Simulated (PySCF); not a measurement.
How methods differ on the excitation energy of Ir

Ir [Xe] 4f14 5d7 6s2 (4F) → Ir [Xe] 4f14 5d6 6s2 6p1 (high-spin determinant), as a difference of total energies. Calculation: PySCF 2.14, in ANO-RCC-VTZP (8s7p5d3f1g, 84 functions); scalar relativity by spin-free X2C-1e. Correlated levels: valence: [Xe] 4f14 frozen; valence and next inner shell: [Kr] 4d10 4f14 frozen. The calculations carry no spin-orbit coupling.

```
                                method  excitation energy (eV)
                                   UHF                   4.473
                                   LDA                   5.873
                                   PBE                   5.741
                                  PBE0                   5.539
                                r2SCAN                   5.799
                         MP2 (valence)                   5.547
                     SCS-MP2 (valence)                   5.756
    MP2 (valence and next inner shell)                   5.464
SCS-MP2 (valence and next inner shell)                   5.559
```

Task: How much does correlation contribute at MP2 (valence and next inner shell)?

Result: 5.464 − (4.473) = 0.991 eV, measured against UHF.

A first-order spin-orbit estimate (lowest level to lowest level, LS coupling) adds 0.552 eV.

The basis was made for the ground configuration and has no added diffuse functions, so the excitation energy can come out too high.

The determinant of the upper state mixes LS terms, which raises its energy above the lowest term, most at the Hartree-Fock and MP2 levels.
